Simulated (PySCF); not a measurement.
HfO₂, SMILES [O]=[Hf]=[O], multiplicity 1. Heavy atoms are numbered as in [Hf:1](=[O:2])=[O:3].

Coordinates come from a B3LYP-D3(BJ)/def2-TZVP optimisation. The spin state was assumed, not searched. The isomer is the one that the SMILES or the coordinates give; other isomers of the formula were not compared. The def2 effective core potentials stand for the cores of Hf; spin–orbit coupling is left out.

These are PBE/def2-TZVPD in PySCF values and carry that method's errors.

Mulliken values depend strongly on the basis, most of all with diffuse functions as here. ESP charges are fitted to the potential on shells at 1.4 to 2.0 van der Waals radii. Atomic charges (e), one atom of each kind:

| atom | ESP fit | Mulliken |
|---|---|---|
| Hf1 | ? | 1.19 |
| O2 | ? | -0.60 |

Problem. Some entries are withheld; supply them. (Estimate from the structure and the level; the computed values follow.)

Solution. 
- Hf1, ESP fit: 1.49
- O2, ESP fit: -0.75
